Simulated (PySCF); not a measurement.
Compound: CH5BO3.
Geometry (PBE0-D3(BJ)/def2-SVP, Å), atoms numbered from 1 in this order:
```xyz
10
CH5BO3 angstrom
O     -0.7161   -1.5232   -0.3397
C     -0.5128   -0.1385   -0.6007
B      0.6074    0.4678    0.3631
O      0.8883    1.7927    0.4777
O      1.3348   -0.4108    1.0902
H     -1.2912   -1.5950    0.4291
H     -0.1642   -0.0639   -1.6470
H     -1.4644    0.4283   -0.5737
H      0.3230    2.3479   -0.0642
H      1.0341   -1.2995    0.8458
```

Method used: PySCF 2.14.0, density-fitted response routines, TDDFT CAM-B3LYP/def2-SVPD, vertical, gas phase, core orbitals frozen in the response.

Kohn–Sham orbitals with the atoms that hold most of them (Löwdin shares over 4%, at most four atoms; ? is withheld):

```csv
orbital,ε (eV),atoms
HOMO-3,-11.81,"O5 39%, O1 25%, C2 13%, B3 5%"
HOMO-2,-11.23,"O1 38%, C2 19%, O5 13%, O4 8%"
HOMO-1,-10.88,"O5 46%, O4 39%, B3 8%"
HOMO,-9.53,?
LUMO,?,?
LUMO+1,1.01,"O1 22%, O4 20%, H6 13%, H9 11%"
LUMO+2,2.04,"O1 22%, O5 21%, H8 15%, B3 10%"
```

Task: Which atoms hold the HOMO, and with what shares?

Result: O1 (bonded to C and H) 44%; C2 (bonded to B, O and 2 H) 21%; B3 (bonded to C and 2 O) 13%; O4 (bonded to B and H) 8%. By element: oxygen 51% or more, carbon 21%, boron 13%.

Task: Give the leading atoms of the LUMO.

Result: B3 (bonded to C and 2 O) 46%; C2 (bonded to B, O and 2 H) 9%; O4 (bonded to B and H) 8%; O1 (bonded to C and H) 8%. By element: boron 46%, oxygen 16% or more, carbon 9%.

Task: What is the LUMO energy, and the HOMO–LUMO gap?

Result: ε(LUMO) = 0.42 eV; the gap is 9.95 eV (0.3657 hartree).

Task: The HOMO–LUMO gap is 9.95 eV. Where does the response calculation put the lowest singlet, and from which orbitals?

Result: S1 is at 6.63 eV (f = 0.0018), 3.33 eV below the gap, made of HOMO→LUMO (64%), HOMO→LUMO+1 (29%). 

Next come S2 at 7.38 eV (f 0.025), HOMO→LUMO+1 (61%), HOMO→LUMO (30%); S3 at 7.94 eV (f 0.0090), HOMO→LUMO+4 (81%); S4 at 8.17 eV (f 0.0026), HOMO-1→LUMO (80%); S5 at 8.42 eV (f 0.0064), HOMO-2→LUMO (53%), HOMO-2→LUMO+1 (22%).

Löwdin shares depend on the basis, the more so with diffuse functions.

Hardware: Arm Neoverse V1, one thread, on a shared host. Cost: 29 s of wall time.

One conformer stands for the species.
